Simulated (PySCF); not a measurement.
Relaxation of sextet CoO(OH)2

All numbers come from UPBE0 in PySCF with Co def2-TZVP, O def2-TZVP, H def2-TZVP; no relativity; density-fitted integrals. A (50,194) grid was used.

A hand-made trigonal pyramidal (heavy-atom frame) start, with no symmetry imposed:

```xyz
6
charge 0 multiplicity 6, angstrom
Co    0.0374   -0.0068   -0.3707
O     1.4501   -0.0068    0.3805
O    -0.7308    1.3237    0.4462
O    -0.7308   -1.3373    0.4462
H    -0.3663    2.1633    0.7359
H    -1.6401   -1.4414    0.7359
```

(1) What forces act on the atoms at the start (eV/Å)?

(2) What does it relax to?

(3) How much energy is released, and in how many steps?

Results:

(1) 
```tsv
atom	Fx	Fy	Fz
Co1	-2.07	0.16	0.18
O2	3.88	-0.07	0.53
O3	-1.49	1.72	-0.56
O4	-0.57	-1.89	-0.09
H5	0.33	-0.25	0.12
H6	-0.07	0.34	-0.19
```

(2) It ends at Cs with Co–O 1.727 Å, Co–O 1.769 Å, Co–O 1.773 Å, O–H 0.962 Å (×2); Co–O–H 118.6°, Co–O–H 119.6°, O–Co–O 114.4° (×2), O–Co–O 131.2° (after a last refinement on a finer grid). A frequency run shows a minimum. Other isomers or separated fragments may lie lower.

(3) 123.6 kJ/mol in 18 steps.

Open d and f shells are described by one determinant, and the ground state may have another occupation or spin. At this level a quartet minimum of C2v symmetry lies 44 kJ/mol below this structure.

The relaxation took 99 s on 4 threads of a shared Arm Neoverse V1 host, with 150 basis functions and 19 gradients; the process peaked at 1.1 GiB. Launch command: `OMP_NUM_THREADS=4 python axn.py task.json out`.
